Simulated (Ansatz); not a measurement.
Program: Ansatz. Geometries: PBE0-D4/def2-TZVP. ΔE: electronic, gas phase. CCSD(T)/CBS is the MP2 limit (def2-TZVPP, def2-QZVPP) plus CCSD(T) − MP2 in def2-TZVPP, frozen cores. This one scheme is used for every species. Functionals use def2-TZVPP. One conformer a species, not always the lowest.

Reaction (ligand exchange at a B–C bond): `CBC(Cl)=C=S` + H₂S → `CBS` + `S=C=CCl`

```json
{"level": "PBE0-D4", "ΔE (kJ/mol)": "-24.2"}
{"level": "HF/CBS(def2)", "ΔE (kJ/mol)": "-28.6"}
```

Task: What does CCSD(T)/CBS give? (Estimate.)

Result: The calculation gave: -24.0 kJ/mol. The listed levels differ from it by -0.2, -4.6 kJ/mol.

Largest T1 diagnostic among the species: 0.015.

The D4 term adds +5.4 kJ/mol with B3LYP and +3.3 kJ/mol with PBE0; it sums over pairs of atoms, weighted by their polarisabilities, and B3LYP, whose exchange is more repulsive, gets the larger term. In def2-TZVPP, CCSD(T) changes the Hartree–Fock value by +5.0 kJ/mol (the triples alone add +2.3 kJ/mol) and MP2 by +10.6 kJ/mol.

B3LYP here is the variant with VWN-RPA as its local correlation; programs differ in this.
